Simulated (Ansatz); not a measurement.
Cost and result up the ladder for PdCl₂ (3 atoms). Total charge 0; singlet. Geometry: r2SCAN-D4/def2-TZVP.

Cartesian coordinates in Å:
```
Pd 1.340 -1.372 -0.725
Cl -1.254 1.101 1.196
Cl -0.085 0.271 -0.471
```

Ansatz on 4 threads of Arm Neoverse V1 on a shared host. Times are rough, and most runs start from the orbitals of an earlier one. No level here is sound enough to serve as a yardstick. Binding counts from free atoms at the same level (Pd singlet, Cl doublet; other spins of the atoms weren't run), without zero-point energy or a counterpoise term.

In the def2 sets Pd takes a core potential; there is no spin–orbit coupling. HSE06 is defined as in plane-wave codes, on full-range PBE exchange. In the singlet, Cl2 and Cl3 lie 2.20 Å apart (atoms count from 1), so these atoms are partly bonded to each other. No other spin state of charge 0 was run. Another isomer (triplet) lies 1.81 eV lower at PBE0-D4/def2-TZVP; other spin states weren't run for this one.

Run but left out: CCSD(T)/def2-TZVPP (restricted singlet, unstable towards broken spin symmetry).

```json
{"level": "revPBE-D4/def2-TZVP", "functions": "114", "wall time": "0.7 s"}
{"level": "PBE-D4/def2-TZVP (with forces)", "functions": "114", "wall time": "0.85 s"}
{"level": "HSE06-D4/def2-TZVP", "functions": "114", "wall time": "1 s"}
{"level": "PBE0-D4/def2-TZVP", "functions": "114", "wall time": "1.1 s"}
{"level": "r2SCAN-D4/def2-TZVP", "functions": "114", "wall time": "1.7 s"}
```

**Question.** Estimate what each level gives for the binding energy per atom (eV).

**Answer.** 
| level | binding energy per atom (eV) | remarks |
| --- | --- | --- |
| revPBE-D4/def2-TZVP | 1.38 | restricted SCF unstable in HF |
| PBE-D4/def2-TZVP (with forces) | 1.47 | restricted SCF unstable in HF |
| HSE06-D4/def2-TZVP | 1.20 | restricted SCF unstable in HF |
| PBE0-D4/def2-TZVP | 1.19 | restricted SCF unstable in HF |
| r2SCAN-D4/def2-TZVP | 1.38 | restricted SCF unstable in HF |
